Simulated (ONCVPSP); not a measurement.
# What one change does to a pseudopotential (gold (Au), ONCV)

ONCVPSP 4.0.1 input, shortened (lines: element, Z, core and valence counts, functional; n l f; lmax; l rc ep ncon nbas qcut; lloc lpopt rc5 dvloc0; l nproj debl; icmod fcfact rcfact), PBE, fully relativistic:

```
  Au 79.00   11    4        4      upf
    1    0    2.00
    2    0    2.00
    2    1    6.00
    3    0    2.00
    3    1    6.00
    3    2   10.00
    4    0    2.00
    4    1    6.00
    4    2   10.00
    4    3   14.00
    5    0    2.00
    5    1    6.00
    5    2   10.00
    6    0    0.75
    6    1    0.25
    3
    0    2.50    0.00    5   10    2.60
    1    1.60    0.00    4    9    7.20
    2    1.35    0.00    3    7    7.30
    3    2.50    0.30    4    7    5.00
    4    1    0.90    0.00
    0    2    3.80
    1    2    3.80
    2    3    2.80
    3    2    3.70
    0    0.00    0.00
```

Open shells are filled in proportion to 2j + 1.

All-electron outer shells of the reference configuration (PBE, scalar-relativistic, ld1.x):

```csv
shell,level (eV),outermost node (bohr),outermost maximum (bohr)
5s,-108.98,0.48,0.84
4f,-81.73,–,0.37
5p,-60.40,0.52,0.96
5d,-7.48,0.56,1.21
6s,-6.22,1.11,2.29
6p,-1.12,1.32,3.60
```

Change: reference 5p6 5d10 6s1; wave 5p+6p: rc 1.60 bohr, ncon 4, nbas 9, qcut 7.2 1/bohr, 2 projectors becomes 5p: rc 1.60 bohr, ncon 4, nbas 9, qcut 7.2 1/bohr, 2 projectors, debl 3.8 Ha.

Cutoffs: the cutoffs (Ha) at which the residual kinetic energy of the hardest occupied pseudo-wave falls to 1 and 0.1 mHa per electron; they do not see the model core or the augmentation charge, which bear on the density cutoff. Errors are all-electron minus pseudo energies relative to the spin-unpolarised reference configuration.

Q: What does the change do?

A: The potential gets neither clearly harder nor softer (21 Ha and 41 Ha → 21 Ha and 41 Ha); both files keep a bound ghost (s); the number of tests with a reliable result goes from 3 to 4; the range in which the f7/2 phases agree widens (upper end 3.1 → at the end of the scan).

```csv
quantity,base,changed
"cutoff, loose",21 Ha,21 Ha
"cutoff, tight",41 Ha,41 Ha
loose cutoff by channel,"s 8.4 Ha, p 18 Ha, d 21 Ha","s 8.0 Ha, p 18 Ha, d 21 Ha"
bound ghosts,s,s
GHOST(+) flags under 300 eV,s at 106.1 eV,"s at 106.5 eV, p3/2 at 267.2 eV"
tests with a reliable result,3 of 4,4 of 4
s: phases at 2.54 bohr within 0.05 rad from the reference energy up to (Ha; the scan ends near 5),2.4,n/a
p3/2: phases at 1.62 bohr within 0.05 rad from the reference energy up to (Ha; the scan ends near 5),to the end of the scan,to the end of the scan
p1/2: phases at 1.62 bohr within 0.05 rad from the reference energy up to (Ha; the scan ends near 5),to the end of the scan,to the end of the scan
d5/2: phases at 1.37 bohr within 0.05 rad from the reference energy up to (Ha; the scan ends near 5),to the end of the scan,to the end of the scan
d3/2: phases at 1.37 bohr within 0.05 rad from the reference energy up to (Ha; the scan ends near 5),to the end of the scan,to the end of the scan
f7/2: phases at 2.54 bohr within 0.05 rad from the reference energy up to (Ha; the scan ends near 5),3.1,to the end of the scan
f5/2: phases at 2.54 bohr within 0.05 rad from the reference energy up to (Ha; the scan ends near 5),3.1,3.1
```

Base: The cutoffs count occupied waves only; projector 2 of the s channel, the hardest unoccupied one, needs 55 Ha at the loose tolerance. Changed file: The cutoffs count occupied waves only; projector 2 of the s channel, the hardest unoccupied one, needs 55 Ha at the loose tolerance. A true bound ghost makes a file unfit for plane-wave use even where its test errors are small: the radial tests pick states by their node count and pass the ghost by.
